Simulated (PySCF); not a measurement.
## `InChI=1S/C5H5NS/c1-2-5-3-6-4-7-5/h2-4H,1H2`

Geometry (Å), atoms numbered from 1 in this order:
```xyz
12

C    -2.243   -0.991    0.175
C    -1.433    0.076    0.174
C    -0.010    0.085   -0.099
C     0.832    1.177   -0.102
N     2.140    0.936   -0.389
C     2.332   -0.328   -0.610
S     0.923   -1.324   -0.484
H    -1.871   -1.997   -0.044
H    -3.307   -0.890    0.395
H    -1.851    1.064    0.399
H     0.500    2.196    0.111
H     3.299   -0.768   -0.861
```

Computed, not measured: quadratic response CAM-B3LYP/def2-TZVPD first hyperpolarisability, Taylor convention, gas phase in PySCF. Geometry: PBE0-D3(BJ)/def2-SVP.

**Question.** Give the tensor of the second harmonic β(−2ω;ω,ω) at 1064 nm in the axes of these coordinates.

**Answer.** In au, Taylor convention; rows are the first index (the induced dipole):
|  | xx | yy | zz | xy | xz | yz |
| --- | --- | --- | --- | --- | --- | --- |
| x | +107.5 | +30.8 | +37.2 | +143.7 | +16.1 | -20.1 |
| y | +125.6 | +28.0 | +52.1 | +32.9 | -15.1 | -16.9 |
| z | +12.6 | -16.1 | -0.3 | -19.2 | +33.5 | +50.3 |

Norm of βᵢ = ⅓ Σⱼ (βᵢⱼⱼ + βⱼᵢⱼ + βⱼⱼᵢ): 278.1 au, hyper-Rayleigh value 118.6 au.
